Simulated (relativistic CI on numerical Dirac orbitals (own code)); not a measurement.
**Slater and spin-orbit integrals, Tl⁶⁺**

Calculated at this level of theory: Dirac-Coulomb-Breit CI, KLI orbitals optimised for each configuration, model QED (radiative potential, 1s self-energy scaled to tabulated hydrogen-like ionisation energies), unscaled Slater integrals (own radial code, finite nucleus).

Slater integrals F^k, G^k are unscaled and averaged over j, outside the closed core [Kr] 4d10 4f14; ζ comes from projecting the Hamiltonian with its Breit term on Σ l·s of the shell.

- 5s²5p⁶5d⁷: F^2(5d,5d) = 85700, F^4(5d,5d) = 57870, ζ(5d) = 8227.9 cm⁻¹; <r>(5d) = 1.229, <r^2>(5d) = 1.715 (bohr units).
- 5s²5p⁶5d⁶6s: F^2(5d,5d) = 86484, F^4(5d,5d) = 58444, ζ(5d) = 8533.4, G^2(5d,6s) = 25376 cm⁻¹; <r>(5d) = 1.218, <r^2>(5d) = 1.684, <r>(6s) = 1.887, <r^2>(6s) = 3.953 (bohr units).
- 5s²5p⁶5d⁶5f: F^2(5d,5d) = 86673, F^4(5d,5d) = 58589, ζ(5d) = 8580.2, F^2(5d,5f) = 50211, F^4(5d,5f) = 30542, G^1(5d,5f) = 53490, G^3(5d,5f) = 32775, G^5(5d,5f) = 23230, ζ(5f) = 88.862 cm⁻¹; <r>(5d) = 1.216, <r^2>(5d) = 1.678, <r>(5f) = 2.05, <r^2>(5f) = 4.834 (bohr units).

Give the Racah parameters of the d shell in 5s²5p⁶5d⁷.

B = F²/49 − 5F⁴/441 = 1093 cm⁻¹ and C = 35F⁴/441 = 4593 cm⁻¹.

In this model ζ of a weakly bound d, f or g electron outside closed shells comes out too small, for d by up to a factor of two or three and at times with the wrong sign; that of an outer p electron is too small as well.

Averages of the first 10 configurations, taken without configuration mixing, which lowers the lowest level and can move excited configurations by several eV; other configurations of the list can lie among them:

| Configuration | Parity | States | Average energy above the lowest level (eV) |
| --- | --- | --- | --- |
| 5s²5p⁶5d⁷ | even | 120 | 5.2 |
| 5s²5p⁶5d⁶6s | even | 420 | 26.8 |
| 5s²5p⁶5d⁶5f | odd | 2940 | 58.1 |
| 5s²5p⁶5d⁶6p | odd | 1260 | 41.3 |
| 5s²5p⁵5d⁸ | odd | 270 | 77.1 |
| 5s²5p⁶5d⁶5g | even | 3780 | 77.9 |
| 5s²5p⁶5d⁵6s² | even | 252 | 51.0 |
| 5s²5p⁶5d⁶6d | even | 2100 | 59.0 |
| 5s²5p⁶5d⁶7s | even | 420 | 62.8 |
| 5s²5p⁶5d⁵6s6p | odd | 3024 | 64.6 |
